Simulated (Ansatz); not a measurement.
The same path of CH₈GeNOSb (13 atoms, charge 0, multiplicity 1) was run twice with different band settings. The coordinate that changes most is the height of N1 over the plane of its neighbours.

Theory: RKS LDA/def2-SVP (Ansatz 0.2.0).

Relaxed end points:

```xyz
13
Properties=species:S:1:pos:R:3
N -1.406 0.643 0.699
C -0.363 0.073 -0.048
O -0.911 -0.395 -1.235
Ge 0.468 -1.391 0.976
Sb 1.324 1.578 -0.563
H -1.153 0.911 1.655
H -1.891 1.407 0.207
H -0.180 -0.518 -1.873
H 0.974 -0.876 2.349
H 1.677 -1.902 0.157
H -0.544 -2.539 1.182
H 1.858 0.613 -1.905
H 0.168 2.361 -1.586
```

```xyz
13
Properties=species:S:1:pos:R:3
N -1.176 0.805 0.753
C -0.249 0.122 -0.062
O -0.859 -0.392 -1.215
Ge 0.540 -1.329 1.010
Sb 1.338 1.631 -0.493
H -1.908 0.171 1.112
H -1.643 1.569 0.238
H -0.167 -0.746 -1.809
H 1.445 -0.808 2.147
H 1.364 -2.251 0.078
H -0.638 -2.146 1.599
H 1.809 0.806 -1.948
H 0.164 2.534 -1.394
```

Common settings: movable images 7; climbing image yes; spring 5.0 eV/Å²; optimiser quadratic models (default); force threshold 0.05 eV/Å; iteration limit 60; end points relaxed.

| run | start path |
| --- | --- |
| 1 | through a guess of the saddle point |
| 2 | straight line |

Q: What does each run give, and how far can it be trusted?

A: Run 1: converged after 10 iterations, highest image 0.040 eV above the first end. A vibrational analysis at the climbing image gives one clearly imaginary mode, 397i cm⁻¹: a first-order saddle point.
Run 2: converged after 8 iterations, highest image 0.039 eV above the first end. Another band between the same ends (7 images) ends at a top of the same energy, where a vibrational analysis finds 1 clearly imaginary mode.
